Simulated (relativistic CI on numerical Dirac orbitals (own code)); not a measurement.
# Hyperfine structure of Fe⁺, mass number 57

Method of calculation: Dirac-Coulomb-Breit CI, KLI orbitals optimised for each configuration, QED by a radiative potential, valence Slater integrals scaled by 0.85, P86 correlation energy added to each configuration (own radial code, finite nucleus).

Configuration list (outside the closed core [Ar]): 3d6 4s, 3d7, 3d5 4s2, 3d6 4p, 3d5 4s 4p, 3d6 4d, 3d6 4f, 3d6 5s, 3d6 5p, 3d6 6s, 3d4 4s 4p2, 3d6 6p, 3d4 4s2 4p. Levels of other configurations are missing.

Nuclear spin I = 1/2, μ = 0.09064 μN (tables of Stone and Pyykkö). The electronic factors are computed for point nuclear moments, without core polarisation; leaving it out makes A of s and p electrons in near-neutral atoms 20 to 40 % too small, and it can dominate for d and f shells.

| Level | E (cm⁻¹) | A (MHz) |
| --- | --- | --- |
| 3d6 4s 6D_9/2 | 0.0 | 140.8 |
| 3d6 4s 6D_7/2 | 373.8 | 131.6 |
| 3d6 4s 6D_5/2 | 650.2 | 130.7 |
| 3d6 4s 6D_3/2 | 841.1 | 148.6 |
| 3d6 4s 6D_1/2 | 953.4 | 312.5 |
| 3d7 4F_9/2 | 7993.8 | 53.68 |
| 3d7 4F_7/2 | 8505.6 | 57.3 |
| 3d7 4F_5/2 | 8882.7 | 69.18 |

Levels with J = 0, under 50 % of one LS term, or S terms without an open s electron are left out. Small factors come from cancelling terms and can be off by tens of per cent or more.

For a near-neutral ion this model can misplace configurations by up to about 10,000 cm⁻¹ (more where the count of f electrons changes) and terms by 10 to 25 % of their spread. Rates follow the energies as ν³ (E1, M1) or ν⁵ (E2), so they and the lifetimes can be off by large factors. The fine structure of a lone outer electron comes out too small, for d and f at times inverted, and misplaced configurations move strength between like terms. 127 of the 132 excited levels that our extract of the measured tables holds in this range could be paired (the sources list more); they are missed by 2205 cm⁻¹ on average and 7279 at most, and levels without a partner can miss by more.

Give the hyperfine levels of 3d6 4s 6D_9/2 relative to its centre of gravity.

With K = F(F + 1) − I(I + 1) − J(J + 1), E = AK/2: F = 4: -387.3, F = 5: 316.9 MHz.

LS names give the leading component of a level, which can be under half, so a name can repeat, a term be missing and a line seem to break the LS rules.
